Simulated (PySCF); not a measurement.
Caution: the highest occupied level lies above zero, so the state may not be bound. This singlet lies 0.52 eV below the relaxed triplet at the level B3LYP-D3(BJ)/def2-TZVPD (PySCF).

B3LYP has the VWN-RPA correlation part, as in Gaussian. 

Cartesian coordinates (Å):
SMILES: N#C[B-]O
```xyz
5

N      2.0645    -0.4491    -0.0445
C      1.0133     0.0519    -0.0115
B     -0.2906     0.9603     0.0413
O     -1.4620     0.2004     0.0271
H     -1.3251    -0.7636    -0.0124
```
Charge -1, spin multiplicity 1.

What HOMO and total energy does PySCF 2.14.0 with B3LYP-D3(BJ)/def2-TZVPD give?


The HOMO is 0.67 eV. The total energy is -5268.72 eV.
